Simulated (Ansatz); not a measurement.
Species: C10H8BF, SMILES `Bc1c(F)cccc2cccc1-2` (charge 0, multiplicity 1).

Problem. Give a relaxed geometry from Ansatz (an electronic-structure program) with B3LYP-D3(BJ)/def2-SVP.

Solution. Several could match; the one computed here: the end point of this relaxation, one of several conformers (outside a Z-matrix the atoms follow the SMILES, hydrogens last).
Z-matrix (Å, degrees):
```
C
C 1 1.3978
C 2 1.3952 1 125.85
F 3 1.3720 2 112.26 1 179.66
C 3 1.3888 4 114.95 2 179.92
H 5 1.0938 3 114.25 4 0.06
C 5 1.3978 6 117.55 3 -179.96
H 7 1.0930 5 115.46 6 0.04
C 7 1.3982 8 116.13 5 179.99
C 9 1.3947 7 129.09 8 -179.92
H 9 1.0952 10 115.15 1 -179.96
C 1 1.4085 2 125.64 3 -179.78
H 12 1.0909 1 125.60 2 0.29
C 12 1.4081 13 125.86 1 -179.89
H 14 1.0910 12 125.03 13 -0.03
C 14 1.4059 15 125.15 12 -179.94
H 16 1.0895 14 126.42 15 0.03
B 2 1.5679 3 113.27 4 -0.49
H 18 1.2052 2 120.17 3 -87.72
H 18 1.2053 19 119.52 2 178.39
```
